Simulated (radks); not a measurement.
The numbers below are computed, except where a source is named.
Question: Ge I, 32 electrons, occupied as [Ar] 3d10 4s1 4p3 (not the ground configuration). Code: a radial shooting solver on a logarithmic mesh with Libxc functionals. Model: Dirac Kohn-Sham, BLYP, spin-unpolarised, spherical densities, finite nucleus; open shells fill j = l - 1/2 first; Fermi nuclear charge, rms radius 4.0742 fm. Some entries of the table are withheld. Estimate them.

orbital,occ.,eigenvalue (Ry),<1/r> (bohr^-1),<r> (bohr)
1s1/2,2,-805.7088,32.38,0.04700
2s1/2,2,-100.9156,7.149,0.2098
2p1/2,2,-89.79557,7.112,0.1812
2p3/2,4,-87.45094,6.918,0.1848
3s1/2,2,-12.47571,2.293,0.6242
3p1/2,2,-8.81119,(1),0.6398
3p3/2,4,-8.49608,(2),0.6505
3d3/2,4,-2.28832,(3),0.7319
3d5/2,6,-2.24518,(4),0.7372
4s1/2,1,-0.92294,0.6347,2.076
4p1/2,2,-0.33379,0.4765,2.762
4p3/2,1,-0.31852,0.4663,2.819

Answer: 
(1) 3p1/2 <1/r> (bohr^-1): 2.166
(2) 3p3/2 <1/r> (bohr^-1): 2.119
(3) 3d3/2 <1/r> (bohr^-1): 1.791
(4) 3d5/2 <1/r> (bohr^-1): 1.778
